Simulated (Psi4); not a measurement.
HCl$_{3}$Ge, charge -1, doublet, geometry from GFN2-xTB (a state made from the parent by changing its charge; the spin is typed, not shown lowest) (a gas-phase anion, which may not be bound at this level). Base run: Psi4 with HF/pcseg-1.

The Psi4 input:
```
memory 2 GB

molecule {
-1 2
  Ge    0.18961606    0.14465705    0.11687467
  Cl   -0.81013033    2.36575078   -0.06066118
  Cl    2.01410151   -1.47877166    0.11574629
  Cl   -1.55983724   -1.16332174   -0.38022513
  H    -0.01799083    0.06879887    1.78739072
}

set basis pcseg-1
set reference uhf

energy('scf')
print_variables()
```

Each row names what was changed in the base input (with any setting that the change needs).

```tsv
change	ΔE vs base (mEh)	SCF cycles	basis functions	outcome
base	0.000	11	86	converged
guess = sapgau	0.000	10	86	converged
df_basis_scf = cc-pvqz-jkfit	-0.024	11	86	converged
e_convergence = 1e-4	0.000	11	86	converged
scf_type = mem_df	0.000	11	86	converged
e_convergence = 1e-8	0.000	13	86	converged
scf_initial_accelerator = none	0.000	11	86	converged
level_shift = 0.3	0.000	11	86	converged
cholesky_tolerance = 1e-3 (with scf_type cd)	41.583	11	86	converged
scf_type = pk	-0.116	11	86	converged
puream = true	0.000	11	86	converged
guess = core	0.000	14	86	converged
damping_percentage = 50	-	-	86	not converged
```

Open shells are given as the SCF converged; they aren't shown to be the lowest states, and a large step between rows can be another state.

A gas-phase anion may not be bound at this level; its values then depend on the basis.
